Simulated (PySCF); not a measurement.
Mn: excitation energy

Mn [Ar] 3d5 4s2 (6S) → Mn [Ar] 3d4 4s2 4p1 (high-spin determinant), as a difference of total energies. Computed with PySCF 2.14 in aug-cc-pVDZ-DK (7s6p4d2f, 59 functions), with the spin-free X2C one-electron Hamiltonian (Gaussian nucleus). Correlated levels: valence: [Ar] frozen. The calculations carry no spin-orbit coupling.

| method | excitation energy (cm⁻¹) |
| --- | --- |
| UHF | 63548 |
| LDA | 73522 |
| PBE | 71094 |
| PBE0 | 69659 |
| r2SCAN | 71163 |
| wB97X | 69167 |
| r2SCAN0 | 69872 |
| TPSSh | 69031 |
| wB97M-V | 69152 |
| MP2 (valence) | 67393 |
| SCS-MP2 (valence) | 63145 |

A first-order spin-orbit estimate (lowest level to lowest level, LS coupling) adds -0.083 eV.

The upper state lies above the first ionisation limit, where it may autoionise and the basis confines it.

The determinant of the upper state mixes LS terms, which raises its energy above the lowest term, most at the Hartree-Fock and MP2 levels.
